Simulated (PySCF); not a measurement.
## Correlation energy of Tc³³⁺ (technetium, charge +33)

Starting occupation: [Ne]. Calculation: PySCF 2.14, in an even-tempered Gaussian basis (18 s from 3.1 bohr⁻², ratio 2.6; 13 p from 4.1 bohr⁻², ratio 2.6; 6 d from 4.2 bohr⁻², ratio 2.8; 3 f from 100 bohr⁻², ratio 2.8); X2C-1e with screened-nucleus spin-orbit coupling, Gaussian nucleus. Frozen: 1s2; 8 electrons correlated; the 56 highest virtual spinors left out.

MP2 pair energies summed by pair of shells (mhartree):

```
       pair  energy  share (%)
2p1/2-2p3/2  -99.78       33.4
2p3/2-2p3/2  -94.79       31.8
2p3/2-2s1/2  -45.76       15.3
2p1/2-2s1/2  -23.31        7.8
2p1/2-2p1/2  -22.92        7.7
2s1/2-2s1/2  -11.93        4.0
```

Total MP2 correlation energy: -298.49 mhartree.

The virtual space was cut to 44 spinors, which keep -229.93 of the -298.49 mhartree of MP2 correlation.

| level | correlation energy (mhartree) |
| --- | --- |
| CCSD | -231.21 |
| (T) | -0.03 |
| CCSD(T) | -231.24 |

Diagnostics: T1 = 6.3e-05, largest double amplitude 0.003.

Cost of the coupled-cluster step: of the order of 7 core-seconds, for 8 occupied and 44 virtual spinors.

The coupled-cluster values are those of the cut space; adding the MP2 remainder, -68.56 mhartree, estimates the full space.

At this charge the one-electron X2C treatment keeps the bare 1/r₁₂, with no two-electron picture change or Breit term. The effect here is smaller than on the frozen 1s shell.
